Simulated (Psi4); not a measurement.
C3H7O (SMILES CC(C)=[OH+]), charge +1, singlet, at a GFN2-xTB geometry; BHHLYP/STO-3G (Psi4).

The Psi4 input:
```
memory 2 GB

molecule mol {
1 1
  C     1.269542   -0.515835    0.423476
  C     0.009145    0.056029   -0.041316
  C    -1.267607   -0.543796    0.336883
  O     0.086057    1.089947   -0.772976
  H     1.180303   -0.953874    1.415961
  H     1.542131   -1.338677   -0.247754
  H     2.079476    0.210602    0.376757
  H    -2.089298   -0.258307   -0.319501
  H    -1.521173   -0.202267    1.347803
  H    -1.198735   -1.628863    0.409016
  H    -0.747642    1.473420   -1.112737
}

set basis sto-3g
set reference rks
set scf_type pk
set puream true
set d_convergence 1e-8
set dft_radial_points 99
set dft_spherical_points 590

energy('bhhlyp')
print_variables()
```

The log (banner, timings and long lists left out):

```
   => Loading Basis Set <=

    Name: STO-3G
    Role: ORBITAL
    Keyword: BASIS

         ---------------------------------------------------------
                                   SCF
               by Justin Turney, Rob Parrish, Andy Simmonett
                          and Daniel G. A. Smith
                              RKS Reference
         ---------------------------------------------------------

  ==> Geometry <==

    Molecular point group: c1
    Full point group: C1

    Geometry (in Angstrom), charge = 1, multiplicity = 1:

       Center              X                  Y                   Z               Mass
    ------------   -----------------  -----------------  -----------------  -----------------
         C            1.256864728448    -0.561073299150     0.454822394502    12.000000000000
         C           -0.003532271552     0.010790700850    -0.009969605498    12.000000000000
         C           -1.280284271552    -0.589034299150     0.368229394502    12.000000000000
         O            0.073379728448     1.044708700850    -0.741629605498    15.994914619570
         H            1.167625728448    -0.999112299150     1.447307394502     1.007825032230
         H            1.529453728448    -1.383915299150    -0.216407605498     1.007825032230
         H            2.066798728448     0.165363700850     0.408103394502     1.007825032230
         H           -2.101975271552    -0.303545299150    -0.288154605498     1.007825032230
         H           -1.533850271552    -0.247505299150     1.379149394502     1.007825032230
         H           -1.211412271552    -1.674101299150     0.440362394502     1.007825032230
         H           -0.760319271552     1.428181700850    -1.081390605498     1.007825032230

  Running in c1 symmetry.

  Rotational constants: A =      0.32444  B =      0.28712  C =      0.16115 [cm^-1]
  Rotational constants: A =   9726.35096  B =   8607.69344  C =   4831.02503 [MHz]
  Nuclear repulsion =  129.222777256845433

  Charge       = 1
  Multiplicity = 1
  Electrons    = 32
  Nalpha       = 16
  Nbeta        = 16

  ==> Algorithm <==

  SCF Algorithm Type is PK.
  DIIS enabled.
  MOM disabled.
  Fractional occupation disabled.
  Guess Type is SAD.
  Energy threshold   = 1.00e-06
  Density threshold  = 1.00e-08
  Integral threshold = 1.00e-12

  ==> Primary Basis <==

  Basis Set: STO-3G
    Blend: STO-3G
    Number of shells: 19
    Number of basis functions: 27
    Number of Cartesian functions: 27
    Spherical Harmonics?: true
    Max angular momentum: 1

  ==> DFT Potential <==

   => LibXC <=

    Version 7.1.2
    S. Lehtola, C. Steigemann, M. J. T. Oliveira, and M. A. L. Marques,  SoftwareX 7, 1–5 (2018) (10.1016/j.softx.2017.11.002)

   => Composite Functional: BHANDHLYP <=

    BHandHLYP Hyb-GGA Exchange-Correlation Functional

    A. D. Becke,  J. Chem. Phys. 98, 1372 (1993) (10.1063/1.464304)
    Defined through Gaussian implementation.

    Deriv               =              1
    GGA                 =           TRUE
    Meta                =          FALSE

    Exchange Hybrid     =           TRUE
    MP2 Hybrid          =          FALSE

   => Exchange Functionals <=

    0.5000         Becke 88

   => Exact (HF) Exchange <=

    0.5000               HF

   => Correlation Functionals <=

    1.0000   Lee, Yang & Parr

   => LibXC Density Thresholds  <==

    XC_HYB_GGA_XC_BHANDHLYP:  1.00E-15

   => Molecular Quadrature <=

    Radial Scheme          =       TREUTLER
    Pruning Scheme         =           NONE
    Nuclear Scheme         =       TREUTLER

    Blocking Scheme        =         OCTREE
    BS radius alpha        =              1
    Pruning alpha          =              1
    Radial Points          =             99
    Spherical Points       =            590
    Total Points           =         600861
    Total Blocks           =           4257
    Max Points             =            256
    Max Functions          =             27
    Weights Tolerance      =       1.00E-15

  ==> Integral Setup <==

  Using in-core PK algorithm.
   Calculation information:
      Number of atoms:                  11
      Number of AO shells:              19
      Number of primitives:             57
      Number of atomic orbitals:        27
      Number of basis functions:        27

      Integral cutoff                 1.00e-12
      Number of threads:                 1

  Performing in-core PK
  Using 143262 doubles for integral storage.
  We computed 17572 shell quartets total.
  Whereas there are 18145 unique shell quartets.

  ==> DiskJK: Disk-Based J/K Matrices <==

    J tasked:                  Yes
    K tasked:                  Yes
    wK tasked:                  No
    Schwarz Cutoff:          1E-12

  Minimum eigenvalue in the overlap matrix is 2.0179215154E-01.
  Reciprocal condition number of the overlap matrix is 8.1890211539E-02.
    Using symmetric orthogonalization.

  ==> Pre-Iterations <==

  SCF Guess: Superposition of Atomic Densities via on-the-fly atomic UHF (no occupation information).

   -------------------------
    Irrep   Nso     Nmo
   -------------------------
     A         27      27
   -------------------------
    Total      27      27
   -------------------------

  ==> Iterations <==

                        Total Energy        Delta E     RMS |[F,P]|

   @RKS iter SAD:  -188.82126813906604   -1.88821e+02   0.00000e+00
   @RKS iter   1:  -190.89267896244317   -2.07141e+00   1.11558e-02 ADIIS/DIIS
   @RKS iter   2:  -190.92401429710605   -3.13353e-02   8.54302e-03 ADIIS/DIIS
   @RKS iter   3:  -190.95236338835929   -2.83491e-02   1.98330e-03 ADIIS/DIIS
   @RKS iter   4:  -190.95406508203831   -1.70169e-03   2.84444e-04 ADIIS/DIIS
   @RKS iter   5:  -190.95410705534820   -4.19733e-05   4.14320e-05 DIIS
   @RKS iter   6:  -190.95410815988998   -1.10454e-06   1.23279e-05 DIIS
   @RKS iter   7:  -190.95410825693179   -9.70418e-08   1.18756e-06 DIIS
   @RKS iter   8:  -190.95410825801846   -1.08668e-09   1.16390e-07 DIIS
   @RKS iter   9:  -190.95410825802730   -8.83915e-12   4.15801e-08 DIIS
   @RKS iter  10:  -190.95410825802819   -8.81073e-13   1.26197e-08 DIIS
   @RKS iter  11:  -190.95410825802804    1.42109e-13   1.23549e-09 DIIS
  Energy and wave function converged.

  ==> Post-Iterations <==

   Electrons on quadrature grid:
      Ntotal   =   31.9999978500 ; deviation = -2.150e-06

    Orbital Energies [Eh]
    ---------------------

    Doubly Occupied:

       1A    -19.886139     2A    -10.863383     3A    -10.680799
       4A    -10.669674     5A     -1.518636     6A     -1.138695
       7A     -1.042553     8A     -0.950812     9A     -0.810564
      10A     -0.771195    11A     -0.766130    12A     -0.684860
      13A     -0.666131    14A     -0.656367    15A     -0.647069
      16A     -0.629261

    Virtual:

      17A     -0.202872    18A      0.081029    19A      0.197510
      20A      0.224678    21A      0.268912    22A      0.288185
      23A      0.317473    24A      0.335034    25A      0.356412
      26A      0.388137    27A      0.460084

    Final Occupation by Irrep:
              A
    DOCC [    16 ]
    NA   [    16 ]
    NB   [    16 ]

  @RKS Final Energy:  -190.95410825802804

   => Energetics <=

    Nuclear Repulsion Energy =            129.2227772568454327
    One-Electron Energy =                -505.5257948388590421
    Two-Electron Energy =                 199.3575499486530589
    DFT Exchange-Correlation Energy =     -14.0086406246675192
    Empirical Dispersion Energy =           0.0000000000000000
    VV10 Nonlocal Energy =                  0.0000000000000000
    Total Energy =                       -190.9541082580280431

Computation Completed

Properties will be evaluated at   0.000000,   0.000000,   0.000000 [a0]

Properties computed using the SCF density matrix

 Multipole Moments:

 ------------------------------------------------------------------------------------
     Multipole            Electronic (a.u.)      Nuclear  (a.u.)        Total (a.u.)
 ------------------------------------------------------------------------------------

 L = 1.  Multiply by 2.5417464519 to convert [e a0] to [Debye]
 Dipole X            :          0.1243457           -0.7905706           -0.6662249
 Dipole Y            :          2.8992366           -2.8211076            0.0781289
 Dipole Z            :         -2.0641685            1.9547819           -0.1093866
 Magnitude           :                                                    0.6796508

 ------------------------------------------------------------------------------------

  Variable Map:
  ----------------------------------------------------------------------------
  "CURRENT ENERGY"              =>    -190.954108258028
  "CURRENT REFERENCE ENERGY"    =>    -190.954108258028
  "DD SOLVATION ENERGY"         =>       0.000000000000
  "DFT FUNCTIONAL TOTAL ENERGY" =>    -190.954108258028
  "DFT TOTAL ENERGY"            =>    -190.954108258028
  "DFT VV10 ENERGY"             =>       0.000000000000
  "DFT XC ENERGY"               =>     -14.008640624668
  "GRID ELECTRONS ALPHA"        =>      15.999998925010
  "GRID ELECTRONS BETA"         =>      15.999998925010
  "GRID ELECTRONS TOTAL"        =>      31.999997850020
  "NUCLEAR REPULSION ENERGY"    =>     129.222777256845
  "ONE-ELECTRON ENERGY"         =>    -505.525794838859
  "PCM POLARIZATION ENERGY"     =>       0.000000000000
  "PE ENERGY"                   =>       0.000000000000
  "SCF ITERATION ENERGY"        =>    -190.954108258028
  "SCF ITERATIONS"              =>      11.000000000000
  "SCF TOTAL ENERGY"            =>    -190.954108258028
  "TWO-ELECTRON ENERGY"         =>     199.357549948653
  "XC GRID RADIAL POINTS"       =>      99.000000000000
  "XC GRID SPHERICAL POINTS"    =>     590.000000000000
  "XC GRID TOTAL POINTS"        =>  600861.000000000000

  Array Variable Map:
  ----------------------------------------------------------------------------
  "CURRENT DIPOLE"              =>      -0.666224931137 ... -0.109386608524 1 by 3
  "SCF DIPOLE"                  =>      -0.666224931137 ... -0.109386608524 1 by 3
  "SCF TOTAL ENERGIES"          =>    -188.821268139066 ... -190.954108258028 1 by 12
```
